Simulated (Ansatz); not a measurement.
Compare A (`FC(Cl)C[SiH3]`) with its isomer B (`C[SiH](F)CCl`).

Gas-phase electronic energies from Ansatz, PBE0-D4/def2-TZVP geometries. CCSD(T)/CBS is the MP2 limit (def2-TZVPP, def2-QZVPP) plus CCSD(T) − MP2 in def2-TZVPP, frozen cores. DFT in def2-TZVPP. Each species was taken in one conformer, which may not be the lowest.

A:

```xyz
11

F     0.6187   -1.6362    0.9405
C    -0.1020   -1.3355   -0.1791
Cl   -1.3816   -2.5698   -0.3573
C    -0.6714    0.0490   -0.0780
Si    0.6430    1.3801    0.2015
H     0.5529   -1.4670   -1.0419
H    -1.2071    0.2758   -1.0036
H    -1.4023    0.0805    0.7349
H     1.2192    1.2908    1.5646
H     1.7278    1.2234   -0.8041
H     0.0028    2.7088    0.0224
```

B:

Z-matrix (Å, degrees):
```
C
Si 1 1.850
H 1 1.092 2 110.2
H 1 1.092 2 110.7 3 -119.7
H 1 1.093 2 111.0 3 120.0
F 2 1.607 1 109.2 3 -178.1
C 2 1.877 1 111.8 3 -60.3
H 2 1.482 1 112.5 3 62.5
Cl 7 1.789 2 107.2 1 64.1
H 7 1.091 2 112.9 1 -54.3
H 7 1.090 2 112.6 1 -177.7
```

**Question.** Which isomer does CCSD(T)/CBS put lower? Give the gap. (Best estimate.)

**Answer.** Computed: B, by 60.3 kcal/mol.

**Question.** Give E(B) − E(A) in kcal/mol with r2SCAN-D4, CCSD(T)/def2-TZVPP, CCSD/def2-TZVPP, B2PLYP, PBE-D4, PBE0-D4, ωB97M-V. (Estimate.)

**Answer.** The calculation gave: r2SCAN-D4 -58.3, CCSD(T)/def2-TZVPP -58.6, CCSD/def2-TZVPP -59.2, B2PLYP -59.4, PBE-D4 -55.3, PBE0-D4 -57.1, ωB97M-V -58.8. None reverses the order clearly.

Largest T1 diagnostic: 0.011.

From PBE to PBE0 (25 % exact exchange), in def2-TZVPP and without D4, E(B) − E(A) moves by −1.9 kcal/mol.
